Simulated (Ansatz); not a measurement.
Stepwise reaction of `C#[C][Ga]([Cl])[Cl]` with hydrogen fluoride, as a gas-phase model of exchange steps in deposition or etching. ΔE in kJ/mol; ΔG adds harmonic PBE0-D4 terms to CCSD(T)/CBS, at 1 bar.

Program: Ansatz. Geometries: PBE0-D4/def2-TZVP. ΔE: electronic, gas phase. CBS: MP2 limit from def2 TZ/QZ plus the TZ coupled-cluster correction, frozen cores. This one scheme is used for every species. Functionals use def2-TZVPP. B3LYP here is the variant with VWN-RPA as its local correlation; programs differ in this. For Ga outer-core shells are correlated without core-valence functions, which leaves a few kJ/mol of doubt a bond. Scalar relativity is left out up to krypton.

```
step                                                reaction  PBE-D4  B3LYP-D4  ωB97M-V  CCSD(T)/CBS  ΔG(600 K)
   2  `C#[C][Ga]([F])[Cl]` + H–F → `C#[C][Ga]([F])[F]` + HCl    32.8      31.0     31.8         36.8       34.0
```

Task: Give the row of step 1, `C#[C][Ga]([Cl])[Cl]` + H–F → `C#[C][Ga]([F])[Cl]` + HCl. (Best estimate.)

Result: The calculation gave: 
```tsv
step	reaction	PBE-D4	B3LYP-D4	ωB97M-V	CCSD(T)/CBS	ΔG(600 K)
1	`C#[C][Ga]([Cl])[Cl]` + H–F → `C#[C][Ga]([F])[Cl]` + HCl	31.6	30.1	30.6	36.3	26.4
```

Task: By hand: ΔE of the 2 steps together at CCSD(T)/CBS.

Result: (36.3) + (36.8) = 73.1 kJ/mol, or 36.5 kJ/mol a step.

In ΔE the steps differ by no more than 0.5 kJ/mol. All are uphill at CCSD(T)/CBS. ΔG lies between 26.4 and 34.0 kJ/mol a step. PBE-D4 differs from CCSD(T)/CBS by -4.7 to -4.0 kJ/mol a step. Isolated molecules leave out the surface, adducts and barriers. Largest T1 diagnostic: 0.015.
